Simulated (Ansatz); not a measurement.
Molecule: sum formula PNH, charge 1, multiplicity 1. It need not be the lowest isomer of its formula. 
Structure (B3LYP-D3(BJ)/def2-TZVP (Ansatz, an electronic-structure program) minimum search):
SMILES: [NH+]#P
```xyz
3

N      0.0000     0.0000    -0.9047
P      0.0000     0.0000     0.5502
H      0.0000     0.0000    -1.9194
```
Charge +1, spin multiplicity 1.

Parts of the frozen-core correlation energy in STO-3G (Ansatz, hartree). Frozen orbitals: 6; correlated occupied orbitals by spin: 5 and 5; virtual: 4 and 4. Spin-orbit coupling is left out. Non-relativistic. The restricted reference is unstable.

```csv
term,value
reference (HF),-391.00115
MP2 opposite-spin,-0.12079
MP2 same-spin,-0.03932
CCSD correlation,-0.15794
(T),-0.00672
FCI minus CCSD(T),-0.00173
T1 diagnostic,0.024
largest doubles amplitude,0.159
```
